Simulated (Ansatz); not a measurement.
`C#[C][GeH2][C]#C` and `C#[C][GeH3]` differ in one atom or group.

Ansatz, PBE0-D4/def2-TZVP geometries, multiplicity 1. 

Scalar relativity is left out up to krypton.

| property | `C#[C][GeH2][C]#C` |
| --- | --- |
| LUMO energy (PBE0/def2-TZVPP) / eV | -0.16 |
| size of the dipole moment (B3LYP/def2-TZVPP) / D | 0.12 |
| LUMO energy (B3LYP/def2-TZVPP) / eV | -0.38 |
| HOMO–LUMO gap (ωB97M-V/def2-TZVPP) / eV | 12.25 |
| LUMO energy (ωB97M-V/def2-TZVPP) / eV | 1.86 |
| HOMO–LUMO gap (B3LYP/def2-TZVPP) / eV | 7.55 |

Task: Give the same properties after the change, and the shifts. (Estimate.)

Result: Ansatz gave: 
```json
{"property": "LUMO energy (PBE0/def2-TZVPP) / eV", "`C#[C][GeH3]`": "0.21", "shift": "0.37"}
{"property": "size of the dipole moment (B3LYP/def2-TZVPP) / D", "`C#[C][GeH3]`": "0.04", "shift": "-0.08"}
{"property": "LUMO energy (B3LYP/def2-TZVPP) / eV", "`C#[C][GeH3]`": "-0.02", "shift": "0.36"}
{"property": "HOMO–LUMO gap (ωB97M-V/def2-TZVPP) / eV", "`C#[C][GeH3]`": "12.66", "shift": "0.41"}
{"property": "LUMO energy (ωB97M-V/def2-TZVPP) / eV", "`C#[C][GeH3]`": "2.23", "shift": "0.37"}
{"property": "HOMO–LUMO gap (B3LYP/def2-TZVPP) / eV", "`C#[C][GeH3]`": "7.91", "shift": "0.36"}
```

The zero-point energy changes by -31.0 kJ/mol with -6 modes.

B3LYP here is the variant with VWN-RPA as its local correlation; programs differ in this.
